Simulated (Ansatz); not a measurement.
Geometry optimisation of Si5Te3.

```yaml
crystal:
  periodic: [false, false, false]
  atoms:
    - {symbol: Si, position_ang: [0.703090, -0.832170, -0.754440]}
    - {symbol: Si, position_ang: [2.409340, 0.714130, -0.795800]}
    - {symbol: Si, position_ang: [0.479330, 2.223850, -0.984610]}
    - {symbol: Si, position_ang: [-1.024160, -1.098240, 1.958860]}
    - {symbol: Si, position_ang: [-1.926600, 0.692830, 0.766340]}
    - {symbol: Te, position_ang: [-0.087740, -2.953200, 0.266400]}
    - {symbol: Te, position_ang: [0.774270, 0.903400, 1.350730]}
    - {symbol: Te, position_ang: [-1.327550, 0.349410, -1.807470]}
basis:
  gaussian: {orbitals: def2-SVP}
hamiltonian: {xc: pbe, dispersion: d4}
scf: {lower_state_search: "off"}
output: {orbitals: {seedname: orbitals}}
relax: {f_tol: 0.02, max_steps: 100}
```

```sh
$ ansatz run in.yaml --threads 4 --pin off --events-out ev --progress --plain --max-ram 8704MiB
```

It prints (some lines left out):

```
Functional definition: PBE
mean field -61236.35932467 eV, -2250.3946976864 hartree, gradient 4.1e-6 eV, S^2 0.000000; 0 other end points of the search recorded, 0 dependent functions left out
relax step   1: F+E_penalty+E_count = -61237.43551028 eV  Δ(F+E_penalty+E_count) = +0.000e0 eV  max|allowed force component| = 1.469e0 eV/Å  Δτ_max = 0.0000 Å  (21 SCF iters, accepted)
mean field -61236.75344613 eV, -2250.4091813831 hartree, gradient 2.6e-6 eV, S^2 0.000000; 0 other end points of the search recorded, 0 dependent functions left out
relax step   2: F+E_penalty+E_count = -61237.82150907 eV  Δ(F+E_penalty+E_count) = -3.860e-1 eV  max|allowed force component| = 5.603e-1 eV/Å  Δτ_max = 0.1949 Å  (27 SCF iters, accepted)
mean field -61236.94760475 eV, -2250.4163165806 hartree, gradient 1.7e-6 eV, S^2 0.000000; 0 other end points of the search recorded, 0 dependent functions left out
relax step   3: F+E_penalty+E_count = -61238.01619344 eV  Δ(F+E_penalty+E_count) = -1.947e-1 eV  max|allowed force component| = 5.380e-1 eV/Å  Δτ_max = 0.1910 Å  (28 SCF iters, accepted)
mean field -61236.99716874 eV, -2250.4181380237 hartree, gradient 1.3e-6 eV, S^2 0.000000; 0 other end points of the search recorded, 0 dependent functions left out
relax step   4: F+E_penalty+E_count = -61238.06082912 eV  Δ(F+E_penalty+E_count) = -4.464e-2 eV  max|allowed force component| = 2.940e-1 eV/Å  Δτ_max = 0.1136 Å  (29 SCF iters, accepted)
mean field -61237.01808664 eV, -2250.4189067422 hartree, gradient 2.0e-6 eV, S^2 0.000000; 0 other end points of the search recorded, 0 dependent functions left out
relax step   5: F+E_penalty+E_count = -61238.07876323 eV  Δ(F+E_penalty+E_count) = -1.793e-2 eV  max|allowed force component| = 1.525e-1 eV/Å  Δτ_max = 0.0644 Å  (22 SCF iters, accepted)
mean field -61237.02517987 eV, -2250.4191674139 hartree, gradient 1.7e-6 eV, S^2 0.000000; 0 other end points of the search recorded, 0 dependent functions left out
relax step   6: F+E_penalty+E_count = -61238.08497590 eV  Δ(F+E_penalty+E_count) = -6.213e-3 eV  max|allowed force component| = 8.149e-2 eV/Å  Δτ_max = 0.0301 Å  (23 SCF iters, accepted)
mean field -61237.02812928 eV, -2250.4192758025 hartree, gradient 1.6e-6 eV, S^2 0.000000; 0 other end points of the search recorded, 0 dependent functions left out
relax step   7: F+E_penalty+E_count = -61238.08792572 eV  Δ(F+E_penalty+E_count) = -2.950e-3 eV  max|allowed force component| = 5.311e-2 eV/Å  Δτ_max = 0.0265 Å  (23 SCF iters, accepted)
mean field -61237.03114874 eV, -2250.4193867658 hartree, gradient 1.6e-6 eV, S^2 0.000000; 0 other end points of the search recorded, 0 dependent functions left out
relax step   8: F+E_penalty+E_count = -61238.08977451 eV  Δ(F+E_penalty+E_count) = -1.849e-3 eV  max|allowed force component| = 4.096e-2 eV/Å  Δτ_max = 0.0248 Å  (23 SCF iters, accepted)
mean field -61237.03421434 eV, -2250.4194994244 hartree, gradient 1.9e-6 eV, S^2 0.000000; 0 other end points of the search recorded, 0 dependent functions left out
relax step   9: F+E_penalty+E_count = -61238.09196526 eV  Δ(F+E_penalty+E_count) = -2.191e-3 eV  max|allowed force component| = 7.174e-2 eV/Å  Δτ_max = 0.0381 Å  (22 SCF iters, accepted)
mean field -61237.04541268 eV, -2250.4199109560 hartree, gradient 1.1e-6 eV, S^2 0.000000; 0 other end points of the search recorded, 0 dependent functions left out
relax step  10: F+E_penalty+E_count = -61238.09849681 eV  Δ(F+E_penalty+E_count) = -6.532e-3 eV  max|allowed force component| = 9.710e-2 eV/Å  Δτ_max = 0.1524 Å  (28 SCF iters, accepted)
mean field -61237.05291650 eV, -2250.4201867160 hartree, gradient 3.8e-6 eV, S^2 0.000000; 0 other end points of the search recorded, 0 dependent functions left out
relax step  11: F+E_penalty+E_count = -61238.09969217 eV  Δ(F+E_penalty+E_count) = -1.195e-3 eV  max|allowed force component| = 2.050e-1 eV/Å  Δτ_max = 0.1464 Å  (22 SCF iters, accepted)
mean field -61237.05544702 eV, -2250.4202797111 hartree, gradient 1.7e-6 eV, S^2 0.000000; 0 other end points of the search recorded, 0 dependent functions left out
relax step  12: F+E_penalty+E_count = -61238.10576446 eV  Δ(F+E_penalty+E_count) = -6.072e-3 eV  max|allowed force component| = 1.111e-1 eV/Å  Δτ_max = 0.0483 Å  (22 SCF iters, accepted)
mean field -61237.05673500 eV, -2250.4203270434 hartree, gradient 2.1e-6 eV, S^2 0.000000; 0 other end points of the search recorded, 0 dependent functions left out
relax step  13: F+E_penalty+E_count = -61238.10802576 eV  Δ(F+E_penalty+E_count) = -2.261e-3 eV  max|allowed force component| = 7.610e-2 eV/Å  Δτ_max = 0.0379 Å  (22 SCF iters, accepted)
mean field -61237.06476732 eV, -2250.4206222257 hartree, gradient 1.5e-6 eV, S^2 0.000000; 0 other end points of the search recorded, 0 dependent functions left out
relax step  14: F+E_penalty+E_count = -61238.11273900 eV  Δ(F+E_penalty+E_count) = -4.713e-3 eV  max|allowed force component| = 5.524e-2 eV/Å  Δτ_max = 0.0780 Å  (21 SCF iters, accepted)
mean field -61237.07576609 eV, -2250.4210264229 hartree, gradient 1.5e-6 eV, S^2 0.000000; 0 other end points of the search recorded, 0 dependent functions left out
relax step  15: F+E_penalty+E_count = -61238.11665190 eV  Δ(F+E_penalty+E_count) = -3.913e-3 eV  max|allowed force component| = 1.375e-1 eV/Å  Δτ_max = 0.1243 Å  (22 SCF iters, accepted)
mean field -61237.09583593 eV, -2250.4217639761 hartree, gradient 1.3e-6 eV, S^2 0.000000; 0 other end points of the search recorded, 0 dependent functions left out
relax step  16: F+E_penalty+E_count = -61238.12531476 eV  Δ(F+E_penalty+E_count) = -8.663e-3 eV  max|allowed force component| = 2.785e-1 eV/Å  Δτ_max = 0.1950 Å  (30 SCF iters, accepted)
mean field -61237.10824705 eV, -2250.4222200763 hartree, gradient 1.5e-6 eV, S^2 0.000000; 0 other end points of the search recorded, 0 dependent functions left out
relax step  17: F+E_penalty+E_count = -61238.12854805 eV  Δ(F+E_penalty+E_count) = -3.233e-3 eV  max|allowed force component| = 3.942e-1 eV/Å  Δτ_max = 0.1943 Å  (30 SCF iters, accepted)
mean field -61237.13467714 eV, -2250.4231913643 hartree, gradient 2.9e-6 eV, S^2 0.000000; 0 other end points of the search recorded, 0 dependent functions left out
relax step  18: F+E_penalty+E_count = -61238.15597937 eV  Δ(F+E_penalty+E_count) = -2.743e-2 eV  max|allowed force component| = 2.109e-1 eV/Å  Δτ_max = 0.0521 Å  (23 SCF iters, accepted)
mean field -61237.14669434 eV, -2250.4236329881 hartree, gradient 1.7e-6 eV, S^2 0.000000; 0 other end points of the search recorded, 0 dependent functions left out
relax step  19: F+E_penalty+E_count = -61238.16599284 eV  Δ(F+E_penalty+E_count) = -1.001e-2 eV  max|allowed force component| = 1.474e-1 eV/Å  Δτ_max = 0.0769 Å  (23 SCF iters, accepted)
mean field -61237.15170498 eV, -2250.4238171259 hartree, gradient 2.3e-6 eV, S^2 0.000000; 0 other end points of the search recorded, 0 dependent functions left out
relax step  20: F+E_penalty+E_count = -61238.16978497 eV  Δ(F+E_penalty+E_count) = -3.792e-3 eV  max|allowed force component| = 8.628e-2 eV/Å  Δτ_max = 0.0610 Å  (23 SCF iters, accepted)
mean field -61237.15377055 eV, -2250.4238930342 hartree, gradient 2.2e-6 eV, S^2 0.000000; 0 other end points of the search recorded, 0 dependent functions left out
relax step  21: F+E_penalty+E_count = -61238.17220602 eV  Δ(F+E_penalty+E_count) = -2.421e-3 eV  max|allowed force component| = 3.651e-2 eV/Å  Δτ_max = 0.0414 Å  (23 SCF iters, accepted)
mean field -61237.15704739 eV, -2250.4240134559 hartree, gradient 2.9e-6 eV, S^2 0.000000; 0 other end points of the search recorded, 0 dependent functions left out
relax step  22: F+E_penalty+E_count = -61238.16954120 eV  Δ(F+E_penalty+E_count) = +2.665e-3 eV  max|allowed force component| = 1.303e-1 eV/Å  Δτ_max = 0.0464 Å  (23 SCF iters, rejected (line search))
mean field -61237.15561180 eV, -2250.4239606986 hartree, gradient 1.8e-6 eV, S^2 0.000000; 0 other end points of the search recorded, 0 dependent functions left out
relax step  23: F+E_penalty+E_count = -61238.17254390 eV  Δ(F+E_penalty+E_count) = -3.379e-4 eV  max|allowed force component| = 1.466e-2 eV/Å  Δτ_max = 0.0102 Å  (26 SCF iters, accepted)
Total energy: -61238.17258267 eV, -2250.4613336889 hartree
Atom 0 at     0.280055    -0.781558    -0.532759 Å, force     0.014660     0.011292     0.000311 eV/Å
Atom 1 at     2.245232     0.487572    -0.133256 Å, force    -0.000335     0.000876    -0.004035 eV/Å
Atom 2 at     0.799286     2.068207    -1.338862 Å, force     0.003335    -0.003660     0.006553 eV/Å
Atom 3 at    -0.394897    -1.495253     1.779777 Å, force     0.002017    -0.007231    -0.001323 eV/Å
Atom 4 at    -1.582035     0.400156     0.854007 Å, force    -0.003265     0.006057    -0.007823 eV/Å
Atom 5 at    -0.351566    -3.203610    -0.155706 Å, force    -0.004560    -0.004266     0.006047 eV/Å
Atom 6 at     0.555172     2.015575     1.349716 Å, force    -0.004188    -0.004041    -0.004283 eV/Å
Atom 7 at    -1.551267     0.508923    -1.822907 Å, force    -0.007663     0.000975     0.004553 eV/Å
Dipole moment:    -0.308481    -0.060041    -0.085872 e Å
Checks for a lower state left out: stability, starts, cluster_reference, orbital_swaps, neighbouring_geometries, increment
```

Hardware: 4 threads of Arm Neoverse V1 on a shared host. Wall time 61 s.

In the def2 sets Te takes a core potential; there is no spin–orbit coupling. The restricted singlet is unstable towards broken spin symmetry in Hartree–Fock (as tested in another run); at PBE-D4/def2-SVP this wasn't settled. Another isomer (singlet) lies 0.74 eV lower at PBE0-D4/def2-TZVP; other spin states weren't run for this one.
